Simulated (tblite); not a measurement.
Ge3H8P (doublet state).
Bonds: P1–Ge2, Ge2–Ge3, Ge3–Ge4. Hydrogens: H5, H6 on P1; H7, H8 on Ge2; H9 on Ge3; H10, H11, H12 on Ge4.

Computed with GFN2-xTB (tblite), gas phase: L-BFGS steps from a force-field or distance-geometry start until the largest atomic force falls under 0.01 eV/Å.

Step 16: E = -336.2873 eV
```
atom  x, y, z in Å  |  force x, y, z in eV/Å
P1     -2.3550   -0.6793    0.5550   -0.077   0.025   0.047
Ge2    -1.2385    1.3297    0.2490    0.004   0.010   0.017
Ge3     0.8661    1.2224   -1.0666   -0.066   0.012  -0.039
Ge4     2.0523   -0.6473   -0.0181    0.057  -0.038   0.028
H5     -1.2402   -1.3834    0.9929    0.021   0.025  -0.018
H6     -2.2024   -1.1143   -0.7531    0.026   0.003  -0.022
H7     -2.3023    2.3191   -0.2446    0.012  -0.030   0.006
H8     -1.0259    1.8866    1.6658   -0.020  -0.011  -0.032
H9      0.2577    0.4142   -2.3010    0.019   0.001   0.049
H10     1.3949   -2.0116    0.1019   -0.023   0.013  -0.039
H11     2.4066   -0.3515    1.4250    0.022  -0.003  -0.013
H12     3.3879   -0.9852   -0.6323    0.026  -0.007   0.017
```

Step 17: E = -336.2881 eV
```
atom  x, y, z in Å  |  force x, y, z in eV/Å
P1     -2.3569   -0.6784    0.5550   -0.079   0.042   0.050
Ge2    -1.2392    1.3311    0.2491    0.006   0.001  -0.004
Ge3     0.8681    1.2218   -1.0702   -0.062   0.031   0.017
Ge4     2.0567   -0.6477   -0.0188    0.046  -0.026   0.028
H5     -1.2421   -1.3811    0.9911    0.038   0.012  -0.001
H6     -2.2024   -1.1153   -0.7512    0.020   0.003  -0.041
H7     -2.3065    2.3188   -0.2428    0.021  -0.032   0.005
H8     -1.0289    1.8870    1.6655   -0.016  -0.007  -0.022
H9      0.2572    0.4133   -2.2960    0.004  -0.025   0.010
H10     1.3933   -2.0099    0.0974   -0.017   0.016  -0.035
H11     2.4090   -0.3518    1.4257    0.017  -0.009  -0.024
H12     3.3928   -0.9885   -0.6307    0.023  -0.006   0.016
```

Step 18: E = -336.2888 eV
```
atom  x, y, z in Å  |  force x, y, z in eV/Å
P1     -2.3600   -0.6771    0.5558   -0.047   0.035   0.026
Ge2    -1.2397    1.3322    0.2491    0.001  -0.015  -0.018
Ge3     0.8689    1.2218   -1.0728   -0.049   0.034   0.062
Ge4     2.0613   -0.6486   -0.0188    0.023  -0.001   0.012
H5     -1.2431   -1.3786    0.9893    0.030   0.013   0.012
H6     -2.2019   -1.1160   -0.7501    0.007   0.013  -0.032
H7     -2.3095    2.3178   -0.2413    0.023  -0.027   0.001
H8     -1.0316    1.8873    1.6649   -0.011  -0.001  -0.009
H9      0.2568    0.4119   -2.2917   -0.009  -0.044  -0.019
H10     1.3916   -2.0079    0.0928   -0.011   0.014  -0.029
H11     2.4114   -0.3522    1.4257    0.016  -0.013  -0.021
H12     3.3972   -0.9914   -0.6289    0.025  -0.008   0.014
```

**Question.** Estimate the geometry and energy of step 19. (The exact step hangs on the optimiser's Hessian estimate; all steps are aligned on step 18, rigid shifts and turns removed.)

**Answer.** E = -336.2893 eV, largest force 0.090 eV/Å
```
atom  x, y, z in Å  |  force x, y, z in eV/Å
P1     -2.3635   -0.6760    0.5570   -0.001   0.015  -0.005
Ge2    -1.2403    1.3325    0.2490   -0.006  -0.028  -0.020
Ge3     0.8685    1.2221   -1.0733   -0.036   0.024   0.079
Ge4     2.0651   -0.6495   -0.0183    0.001   0.022  -0.011
H5     -1.2433   -1.3761    0.9879    0.009   0.021   0.018
H6     -2.2011   -1.1159   -0.7497   -0.008   0.024  -0.010
H7     -2.3111    2.3166   -0.2405    0.022  -0.019  -0.004
H8     -1.0336    1.8874    1.6644   -0.007   0.004  -0.001
H9      0.2562    0.4101   -2.2892   -0.013  -0.048  -0.028
H10     1.3900   -2.0061    0.0888   -0.006   0.012  -0.024
H11     2.4135   -0.3525    1.4254    0.018  -0.016  -0.008
H12     3.4008   -0.9933   -0.6275    0.028  -0.011   0.012
```

The energy changes by -0.0005 eV. The first-order estimate −F·Δx gives -0.0007 eV and the mean of the old and new forces, exact on a quadratic surface, -0.0005 eV. The step makes an angle of 62° with the force vector and moves no atom by more than 0.005 Å.

What follows is the cost of the whole relaxation. Hardware: Arm Neoverse V1, one thread, shared host. Cost: 0.46 s of wall time.
